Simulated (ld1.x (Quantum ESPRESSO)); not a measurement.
**Transferability test, PAW potential for V**

- Element: vanadium
- Generator: ld1.x (Quantum ESPRESSO) 7.5
- Type: PAW
- Functional: PBE
- Relativity: scalar-relativistic
- Frozen core: [Ne] 3s2
- Valence charge: 11
- Reference configuration: 3p6 3d3 4s2 4p0
- Partial waves: 4s (bound): rcut 2.65, rcutus 2.85 bohr; 4s channel at 2.05 Ry: rcut 2.65, rcutus 2.85 bohr; 3p (bound): rcut 1.40, rcutus 1.75 bohr; 4p (bound, empty): rcut 1.40, rcutus 1.75 bohr; 3d (bound): rcut 0.95, rcutus 1.30 bohr; 3d channel at 0.5 Ry: rcut 0.95, rcutus 1.30 bohr
- Local potential: all-electron potential smoothed inside 1.75 bohr (lloc = -1)
- Core correction: Bessel-smoothed model core inside 0.90 bohr
- Augmentation charge: PSQ, inside the norm-conserving radii

Energies are relative to the spin-unpolarised reference configuration 3p6 3d3 4s2 4p0; without spin polarisation the order of configurations can differ from experiment. Not all tests gave a result: test run stopped at test 4 of 7 (negative rho).

| valence configuration | charge | ΔE all-electron (eV) | error AE − PS (meV) |
| --- | --- | --- | --- |
| 3p6 3d3 4s1 4p0 | +1 | 7.735 | +0.7 |
| 3p6 3d3 4s0 4p0 | +2 | 22.031 | -3.6 |
| 3p6 3d2 4s0 4p0 | +3 | 50.928 | -57 |

Levels in the configuration 3p6 3d2 4s0 4p0:

```json
{"level": "3p", "all-electron (eV)": "-77.293", "pseudo (eV)": "-77.457"}
{"level": "3d", "all-electron (eV)": "-36.956", "pseudo (eV)": "-37.095"}
```
